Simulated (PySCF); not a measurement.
How methods differ on the excitation energy of Te

Te [Kr] 4d10 5s2 5p4 (3P) → Te [Kr] 4d10 5s2 5p3 5d1 (5D), as a difference of total energies. Calculation: PySCF 2.14, in x2c-TZVPPall with one added diffuse shell each of s, p, d, f type (9s7p5d3f, 76 functions); scalar relativity by spin-free X2C-1e. Correlated levels: valence: [Kr] 4d10 frozen. The calculations carry no spin-orbit coupling.

| method | excitation energy (cm⁻¹) |
| --- | --- |
| UHF | 48739 |
| MP2 (valence) | 52062 |
| SCS-MP2 (valence) | 53218 |
| CCSD (valence) | 52859 |
| CCSD(T) (valence) | 53004 |

Errors of the correlated levels include the incompleteness of this basis and the frozen core.

For comparison: 53676 cm⁻¹ (measured; NIST levels, between the centres of gravity of the two terms).
